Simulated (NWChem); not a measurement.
Species: C$_{7}$H$_{7}$, doublet; SMILES Cc1cc[c]cc1

Results from NWChem. Spin-unrestricted. All runs use the structure optimised with PBE-D3(BJ)/def2-SVP, spin-unrestricted. No frequency run checked for a minimum. No stability test was run on the SCF state. B3LYP is NWChem's, with the RPA form of VWN correlation. Level: B3LYP/def2-SVP with COSMO at NWChem's default radii, gas-phase geometry; the question gives the dielectric constant. Reactions with the solvent are ignored.

Task: Estimate the computed values for dielectric constant 25.0. Quantities: electrostatic solvation energy (kcal/mol); dipole in solution (D).

Result: 
- electrostatic solvation energy (kcal/mol): -2.6
- dipole in solution (D): 1.70
